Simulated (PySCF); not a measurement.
Molecule: `C(=C)S(=O)(=O)C=C`, C4H6O2S.

Mapped SMILES: `[CH2:1]=[CH:2][S:3](=[O:4])(=[O:5])[CH:6]=[CH2:7]`. Each H is labelled by its parent atom. Ha(C1), Ha(C7) are cis to S3; Hb(C1), Hb(C7) are trans to S3.

Geometry PBE0-D3(BJ)/def2-SVP throughout; GIAO in PySCF 2.14, gas phase, one conformer, non-relativistic; equivalent atoms averaged; basis pcSseg-1.

Task: How do the absolute shieldings σ depend on the functional? (ppm; last column core-seconds on shared hosts with different chips, so compare them loosely; the GGAs took longer than the global hybrids here, which isn't the general rule, and the cause wasn't traced)

Result: 
```
functional                    kind  C2/C6  C1/C7     S3  O4/O5  Ha(C1)/Ha(C7)  H(C2)/H(C6)  Hb(C1)/Hb(C7)  core-s
       LDA                     LDA   24.7   39.8  180.8  123.2          24.10        24.32          24.51      17
       PBE                     GGA   31.8   46.1  204.0  129.3          24.60        24.81          25.02      23
      BP86                     GGA   31.5   45.7  199.2  128.6          24.66        24.88          25.09      22
      OPBE                     GGA   44.5   56.4  240.2  139.2          24.58        24.80          24.97      23
       KT2                     GGA   43.7   57.6  238.8  131.1          24.76        24.94          25.17      23
       KT3                     GGA   45.6   58.9  245.1  136.9          24.93        25.11          25.34      24
     B3LYP           global hybrid   29.7   41.9  191.9  138.9          24.68        25.10          25.19      15
      PBE0           global hybrid   36.2   46.1  212.4  143.7          24.45        24.90          24.91      21
 CAM-B3LYP  range-separated hybrid   30.9   41.1  195.9  146.3          24.49        25.05          25.01      22
```

Task: Which nucleus moves most, in ppm?

Result: S3 (sulfone sulfur): from 180.8 ppm with LDA to 245.1 ppm with KT3. The smallest spread is 0.79 ppm, at H(C2)/H(C6). Proton shifts span only some 12 ppm, so a few tenths of a ppm matter as much there as several ppm in carbon.
